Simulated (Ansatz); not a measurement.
Cu(AsH3)(SH) (CuAsH4S), relaxed as a singlet with RKS B3LYP-D4/def2-SVP in Ansatz, starting from the GFN2-xTB geometry. Force threshold 0.02 eV/Å.

Start:

Cartesian coordinates in Å:
```
Cu -0.8449 0.1883 0.5567
As 1.0831 0.1118 -0.7316
H 2.2973 -0.6232 -0.2985
H 1.8479 1.3257 -1.0988
H 1.1433 -0.4440 -2.1056
S -2.6340 0.3680 1.7966
H -2.8926 -0.9265 1.8813
```

| step | energy (eV) | largest force component (eV/Å) | SCF passes |
| --- | --- | --- | --- |
| 1 | -116369.4998 | 0.889 | 26 |
| 2 | -116369.5772 | 0.313 | 31 |
| 3 | -116369.5871 | 0.040 | 32 |
| 4 | -116369.5875 | 0.012 | 25 |

Force components are those of the run's own axes.

End:

```xyz
7

Cu   -0.839    0.212    0.556
As    1.083    0.102   -0.726
H     2.292   -0.668   -0.230
H     1.815    1.384   -1.071
H     1.064   -0.479   -2.127
S    -2.612    0.396    1.778
H    -2.802   -0.947    1.820
```

By distances, no bond broke or formed. The bond that changes most is As2–H4, from 1.48 to 1.52 Å (atoms count from 1).

No frequencies were taken in this run, so the end may be a saddle point.

Run time 8.5 s (4 threads of Arm Neoverse V2 on a shared host).
